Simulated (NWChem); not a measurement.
System: bromine monochloride (BrCl); SMILES BrCl

```xyz
2

Cl     0.0000     0.0000     1.4518
Br     0.0000     0.0000    -0.7127
```
Atoms are numbered in this order, from 1.

All runs: NWChem. The geometry was optimised at PBE0/def2-SVP. GIAO values for the isolated, static molecule; σ is the absolute isotropic shielding. Spin-orbit effects, on the heavy nuclei and on their neighbours, are missing.

**Question.** Estimate the computed values for PBE0/x2c-SVPall-s, scalar ZORA without spin-orbit coupling. Quantities: σ Cl1 (ppm); σ Br2 (ppm).

**Answer.** 
```json
{
  "σ Cl1 (ppm)": "809.1",
  "σ Br2 (ppm)": "1022.1"
}
```
